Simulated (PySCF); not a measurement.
## From PBE to CCSD(T): MBi along the third period

PBE and CCSD(T) in PySCF with def2-SVP on every atom (core potentials on Bi), for the lowest determinant that a PBE0 search found; no spin–orbit coupling.

```tsv
molecule	state (unpaired electrons)	PBE Re (Å)	PBE ωe (cm⁻¹)	PBE De (eV)	CCSD(T) Re (Å)	CCSD(T) ωe (cm⁻¹)	CCSD(T) De (eV)
NaBi	triplet (π ↑↑)	3.007	180	1.22	3.063	174	0.79
MgBi	quartet (σ ↑, π ↑↑)	2.983	179	0.62	3.075	137	0.16
AlBi	triplet (π ↑↑)	2.854	231	1.89	2.848	231	1.34
SiBi	doublet (π ↑)	2.498	366	2.86	?	?	?
BiCl	triplet (π ↑↑)	2.487	330	3.19	2.490	332	2.28
```

(1) Estimate the CCSD(T) values of SiBi by adding the mean shift from PBE to CCSD(T) of the other rows, and compare with the calculation.

(2) What are the mean differences of PBE from CCSD(T) over the whole series?

In a basis of this size CCSD(T) is itself not converged; it tends to give bonds that are too long and too weak.

Correlated steps freeze the inner cores (5 to 9 orbitals); shallow outer-core shells are correlated. UHF and ROHF references stand side by side, which adds small steps between rows. Weak bonds: MgBi. Basis-set superposition, not corrected here, can be much of De in a small basis, most of all at correlated wavefunction levels. Functionals without a dispersion term scatter widely for such bonds, and LDA overbinds them. Spin–orbit coupling is left out, which matters for elements this heavy, above all for dissociation energies. States were picked by a PBE0 search and need not be the measured ground states.

## Answers

(1) The mean shifts are +3.6 pm, -12 cm⁻¹ and -0.59 eV, which give 2.534 Å, 354 cm⁻¹ and 2.27 eV. CCSD(T)/def2-SVP gives Re = 2.507 Å, ωe = 354 cm⁻¹, De = 1.94 eV.

(2) Re -3.1 pm, ωe +12 cm⁻¹, De +0.65 eV.
